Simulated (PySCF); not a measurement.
Gas-phase reaction: 2 GeCl3 + 2 GeH2Cl2 = GeHCl + 3 GeHCl3

Energies from PySCF, thermal terms from the rigid-rotor harmonic-oscillator model, ideal gas at 1 bar. † marks an energy on the PBE0/def2-TZVP geometry and frequencies. Open shells (unrestricted): GeCl3 (multiplicity 2); the rest are closed-shell singlets. Ge: all electrons, no relativistic terms. GeCl3, GeHCl: computed as isolated molecules; such fragments, hydroxides, amides, oligomers or adducts are transient or little studied in the gas.

| level | ΔH°(298 K), kJ |
|---|---|
| HF/def2-TZVP† | … |
| PBE/def2-TZVP† | … |
| PBE0/def2-SVP† | -101 |
| LDA/def2-TZVP† | -102 |
| ωB97X-V/def2-TZVP† | -123 |

Task: Complete the blanks.

Result: 
- HF/def2-TZVP†, ΔH°(298 K), kJ: -75
- PBE/def2-TZVP†, ΔH°(298 K), kJ: -89
